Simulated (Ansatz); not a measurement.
`[AlH2][O][SiH2]S` at its PBE0-D4/def2-TZVP geometry, where that method's forces vanish. Charge 0, multiplicity 1.

```xyz
9

Al   -0.8714   -1.7768   -0.4799
O    -0.0511   -0.3221   -0.7435
Si    0.6680    1.0632   -0.3106
S     1.1205    1.1509    1.7766
H    -0.7253   -2.8946   -1.5831
H    -1.7559   -1.9141    0.8213
H    -0.2177    2.1963   -0.6719
H     1.9909    1.1864   -0.9671
H    -0.1579    1.3109    2.1583
```

**Question.** What forces (eV/Å) does r2SCAN-D4/def2-TZVPP give on these atoms in Ansatz 0.2.0? (Estimate.)

**Answer.** Ansatz gave: 
```
Al1 -0.036 -0.072  0.002
O2  -0.014 -0.027 -0.040
Si3  0.024  0.079 -0.025
S4   0.033  0.006  0.053
H5  -0.005  0.026  0.028
H6   0.017  0.001 -0.023
H7   0.019 -0.017 -0.005
H8  -0.027  0.003  0.013
H9  -0.010  0.001 -0.002
```
